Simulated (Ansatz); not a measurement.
Species: C₃H₈S, SMILES `CCSC` (C–C–S–C torsion 67°) (charge 0, multiplicity 1), formula C3H8S.

**Question.** How many basis functions does frozen-core CCSD(T)/cc-pVTZ // r2SCAN-D4/def2-TZVP (Ansatz, a program for electronic structure) use, how many core orbitals are frozen, and how many electrons are correlated?

**Answer.** 236 basis functions and 8 frozen orbitals, which leaves 26 correlated electrons. Core time is of the order of minutes.
